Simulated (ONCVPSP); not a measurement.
**Before and after: ONCV potential for argon**

argon, optimised norm-conserving Vanderbilt (ONCV), made with ONCVPSP 4.0.1 (PBE, scalar-relativistic). Core [Ne], reference 3s2 3p6. Waves: 3s: rc 1.25 bohr, ncon 4, nbas 8, qcut 5 1/bohr, 2 projectors, debl 1.8 Ha; 3p: rc 1.45 bohr, ncon 4, nbas 9, qcut 4.7 1/bohr, 2 projectors, debl 1.2 Ha. Local part: polynomial inside 0.95 bohr (lpopt 5, dvloc0 1 Ha). Core correction: Teter function, fcfact 3.5, rcfact 1.5.

Change: all radii but the core radius scaled by about 1.16 (s 1.46, p 1.68 bohr); local potential polynomial inside 1.10 bohr (lpopt 5, dvloc0 1 Ha).

Cutoffs: the cutoffs (Ha) at which the residual kinetic energy of the hardest occupied pseudo-wave falls to 1 and 0.1 mHa per electron; they do not see the model core or the augmentation charge, which bear on the density cutoff. Errors are all-electron minus pseudo energies relative to the spin-unpolarised reference configuration.

Question: What does the change do?

Answer: The potential gets softer (59 Ha and 107 Ha → 27 Ha and 77 Ha); of the 4 tests that both files solve, the error grows in 2 and shrinks in 0 by more than 15 % and 0.3 meV (median size 4.5 → 9.8 meV); neither file shows a bound ghost. A larger radius leaves more room for a smooth pseudo-wave, so fewer plane waves are needed.

```tsv
quantity	base	changed
cutoff, loose	59 Ha	27 Ha
cutoff, tight	107 Ha	77 Ha
loose cutoff by channel	s 59 Ha, p 9.1 Ha	s 27 Ha, p 9.1 Ha
bound ghosts	none	none
GHOST(+) flags under 300 eV	s at 228.2 eV	s at 234.9 eV
error for 3s2 3p5, meV [ΔE 16.06 eV]	-0.2	-0.1
error for 3s2 3p4, meV [ΔE 44.72 eV]	+6.3	+7.3
error for 3s2 3p3, meV [ΔE 87.30 eV]	+29	+32
error for 3s1 3p6, meV [ΔE 30.67 eV]	-2.6	-12
rms error of d²Exc/dni dnj with the model core, mHa	1.15	1.44
```
